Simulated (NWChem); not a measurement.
System: SiOCl$_{3}$ anion

Here is an NWChem input.

```
start job
memory heap 200 mb stack 900 mb global 1100 mb
charge -1
geometry units angstroms noautosym nocenter noautoz
  O      0.000000     0.000000     2.040402
  Si     0.000000     0.000000     0.488658
  Cl     0.607173    -1.820802    -0.467237
  Cl     1.273275     1.436228    -0.467237
  Cl    -1.880447     0.384574    -0.467237
end
basis spherical
  O library 6-31+g*
  Si library 6-31+g*
  Cl library 6-31+g*
end
dft
  xc m06-2x
  iterations 150
end
cosmo
  do_cosmo_smd true
  solvent cychexan
end
task dft energy
```

Excerpt of the output:

```
             Northwest Computational Chemistry Package (NWChem) 7.3.0
             --------------------------------------------------------

                             Geometry "geometry" -> ""
                             -------------------------

 Output coordinates in angstroms (scale by  1.889725989 to convert to a.u.)

  No.       Tag          Charge          X              Y              Z
 ---- ---------------- ---------- -------------- -------------- --------------
    1 O                    8.0000     0.00000000     0.00000000     2.04040200
    2 Si                  14.0000     0.00000000     0.00000000     0.48865800
    3 Cl                  17.0000     0.60717300    -1.82080200    -0.46723700
    4 Cl                  17.0000     1.27327500     1.43622800    -0.46723700
    5 Cl                  17.0000    -1.88044700     0.38457400    -0.46723700

 Effective nuclear repulsion energy (a.u.)     420.7803816774

                                 NWChem DFT Module
                                 -----------------

 Summary of "ao basis" -> "ao basis" (spherical)
 ------------------------------------------------------------------------------
       Tag                 Description            Shells   Functions and Types
 ---------------- ------------------------------  ------  ---------------------
 O                          6-31+g*                  8       18   4s3p1d
 Si                         6-31+g*                 10       22   5s4p1d
 Cl                         6-31+g*                 10       22   5s4p1d

 in cosmo_initialize ...
 calling solv_data for solv:cychexan

 solvent parameters
 solvname_short: cychexan
 solvname_long:  cyclohexane
 dielec:        2.0165
 dielecinf:     2.0352
 nonaqueous SMD model solvent descriptors
 dielec:        2.0165
 sola:          0.0000
 solb:          0.0000
 solc:          0.0000
 solg:         35.4800
 solh:          0.0000
 soln:          1.4266

          ---------------
          -cosmo- solvent
          ---------------
 Cosmo: York-Karplus, doi: 10.1021/jp992097l
 dielectric constant -eps-     =   2.02
 screen = (eps-1)/(eps    )    =   0.50409
 surface charge correction     = lagrangian

   van der Waals surface
 --------------------------

[...]

                                COSMO-SMD solvation results
                                ---------------------------

             internal energy in gas <Psi(g)|H|Psi(g)> =     -1745.415135866123
         internal energy in solvent <Psi(s)|H|Psi(s)> =     -1745.414956042024
                               delta internal energy  =         0.000179824099 (    0.11 kcal/mol)
   total free energy in solvent <Psi(s)|H+V/2|Psi(s)> =     -1745.453494829378
 polarization energy contribution <Psi(s)|V/2|Psi(s)> =        -0.038538787354 (  -24.18 kcal/mol)
    total free energy in solvent including G(SMD-CDS) =     -1745.458300675930
                       G(SMD-CDS) energy contribution =        -0.004805846551 (   -3.02 kcal/mol)
     1 M fixed-concentration free energy of solvation =        -0.043164809807 (  -27.09 kcal/mol)

                       DFT Final Molecular Orbital Analysis
                       ------------------------------------

 Vector   35  Occ=2.000000D+00  E=-2.928169D-01
              MO Center=  5.7D-04,  3.2D-03, -4.6D-01, r^2= 4.9D+00
   Bfn.  Coefficient  Atom+Function         Bfn.  Coefficient  Atom+Function
  ----- ------------  ---------------      ----- ------------  ---------------
    92     -0.424506  5 Cl py                47      0.410438  3 Cl px
    69     -0.325075  4 Cl px                70      0.287631  4 Cl py
    96     -0.233284  5 Cl py                51      0.225588  3 Cl px
    73     -0.178618  4 Cl px                88      0.163489  5 Cl py
    43     -0.158071  3 Cl px                74      0.158041  4 Cl py

 Vector   36  Occ=2.000000D+00  E=-2.579278D-01
              MO Center=  3.0D-02, -1.5D-01,  1.4D+00, r^2= 2.7D+00
   Bfn.  Coefficient  Atom+Function         Bfn.  Coefficient  Atom+Function
  ----- ------------  ---------------      ----- ------------  ---------------
     4      0.498904  1 O  py                 8      0.350877  1 O  py
    49      0.274094  3 Cl pz                 3     -0.201533  1 O  px
    53      0.160284  3 Cl pz                93     -0.151824  5 Cl pz
     7     -0.141737  1 O  px                71     -0.122386  4 Cl pz
    45     -0.104456  3 Cl pz                30      0.093668  2 Si py

 Vector   37  Occ=2.000000D+00  E=-2.579185D-01
              MO Center= -3.0D-02,  1.5D-01,  1.4D+00, r^2= 2.7D+00
   Bfn.  Coefficient  Atom+Function         Bfn.  Coefficient  Atom+Function
  ----- ------------  ---------------      ----- ------------  ---------------
     3      0.498878  1 O  px                 7      0.350858  1 O  px
    71     -0.246037  4 Cl pz                93      0.228954  5 Cl pz
     4      0.201499  1 O  py                75     -0.143860  4 Cl pz
     8      0.141714  1 O  py                97      0.133872  5 Cl pz
    29      0.093656  2 Si px                67      0.093765  4 Cl pz

 Vector   38  Occ=0.000000D+00  E= 6.095740D-02
              MO Center=  1.4D-03,  1.0D-03, -8.8D-01, r^2= 1.5D+01
   Bfn.  Coefficient  Atom+Function         Bfn.  Coefficient  Atom+Function
  ----- ------------  ---------------      ----- ------------  ---------------
    32      7.372211  2 Si s                 54     -2.783208  3 Cl s
    76     -2.785833  4 Cl s                 98     -2.783326  5 Cl s
    35     -1.958148  2 Si pz                28      1.356652  2 Si s
    99     -0.914014  5 Cl px                56     -0.884973  3 Cl py
    78      0.698628  4 Cl py                77      0.619337  4 Cl px

[...]
```

Level: M06-2X/6-31+G* (spherical d), SMD on the gas-phase geometry. Structure relaxed at the B3LYP/def2-SVPD level. No frequency run checked for a minimum. Solvent: cyclohexane.
